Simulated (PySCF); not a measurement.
## Si2BH6ClO4

Si2BH6ClO4 is a molecule drawn to mimic a surface site (built as: Si site whose three back bonds go to SiH3, OH, OB(OH)2; end group Cl), neutral, singlet. The structure, one conformer, was relaxed in the gas phase by PBE0-D3(BJ)/def2-SVP. No frequency run checks that it is a minimum.

SMILES: OB(O)O[Si](O)([SiH3])Cl

```xyz
14

Si    0.791    0.360   -0.970
Si    1.782    0.280    1.135
O     1.709   -0.513   -2.025
O    -0.769   -0.202   -1.055
B    -1.717   -0.380   -0.094
O    -2.946   -0.801   -0.498
O    -1.355   -0.129    1.206
Cl    0.708    2.343   -1.584
H     3.238    0.578    0.972
H     1.175    1.318    2.018
H     1.632   -1.073    1.748
H     1.366   -0.608   -2.920
H    -3.594   -0.911    0.201
H    -2.025   -0.275    1.877
```
(Å; atoms numbered from 1)

Shieldings: GIAO PBE0/pcSseg-1. Shifts are against computed references at the same level: H TMS (σ 31.27 ppm), Si TMS (σ 352.0 ppm). Core levels by delta-SCF with SCAN, pcX-2 on the ionised atom and pcseg-1 elsewhere, spin-free X2C (2p3/2 is the spin-free 2p value less a third of a first-order spin-orbit splitting); from the vacuum level, for chosen atoms.

Give the shieldings and core levels atom by atom.


```json
{"atoms": "Si1", "bonded to": "1 Cl + 2 O + 1 Si", "σ (ppm)": "359.8", "δ (ppm)": "-7.8", "core level (eV)": "2p3/2 108.22"}
{"atoms": "Si2", "bonded to": "1 Si + 3 H", "σ (ppm)": "455.5", "δ (ppm)": "-103.5", "core level (eV)": "2p3/2 106.60"}
{"atoms": "O3", "bonded to": "1 Si + 1 H", "σ (ppm)": "251.6", "δ (ppm)": "-", "core level (eV)": "1s 538.77"}
{"atoms": "O4", "bonded to": "1 B + 1 Si", "σ (ppm)": "195.2", "δ (ppm)": "-", "core level (eV)": "1s 538.35"}
{"atoms": "B5", "bonded to": "3 O", "σ (ppm)": "84.0", "δ (ppm)": "-", "core level (eV)": "-"}
{"atoms": "O6", "bonded to": "1 B + 1 H", "σ (ppm)": "242.5", "δ (ppm)": "-", "core level (eV)": "-"}
{"atoms": "O7", "bonded to": "1 B + 1 H", "σ (ppm)": "241.7", "δ (ppm)": "-", "core level (eV)": "-"}
{"atoms": "Cl8", "bonded to": "1 Si", "σ (ppm)": "818.2", "δ (ppm)": "-", "core level (eV)": "2p3/2 205.59"}
{"atoms": "H9 H10 H11", "bonded to": "1 Si", "σ (ppm)": "27.76", "δ (ppm)": "3.51", "core level (eV)": "-"}
{"atoms": "H12", "bonded to": "1 O", "σ (ppm)": "28.78", "δ (ppm)": "2.48", "core level (eV)": "-"}
{"atoms": "H13", "bonded to": "1 O", "σ (ppm)": "28.82", "δ (ppm)": "2.45", "core level (eV)": "-"}
{"atoms": "H14", "bonded to": "1 O", "σ (ppm)": "28.86", "δ (ppm)": "2.41", "core level (eV)": "-"}
```

Values are those of this one static structure, with the three H of a rotating XH3 group averaged; atoms that internal rotation interchanges would show their mean in an NMR spectrum.

Which of Si1, Si2 holds its core electrons tightest, and by how much against the loosest?

Si1 (bonded to 1 Cl + 2 O + 1 Si), by 1.62 eV over Si2 (bonded to 1 Si + 3 H).

By CAM-B3LYP/def2-SVPD (TDDFT singlets, Tamm-Dancoff triplets, ionisation by delta-SCF), where does absorption start, and what does vertical ionisation take?

The lowest singlet lies at 7.44 eV (f 0.054), the strongest of the first 6 at 7.69 eV (f 0.187), the lowest triplet at 6.57 eV; vertical ionisation takes 10.38 eV.

The 3 runs behind this took 7.2 min in all, one thread each of Arm Neoverse V1 on a shared host, launched as `OMP_NUM_THREADS=1 python cluster_run.py task.json out`.
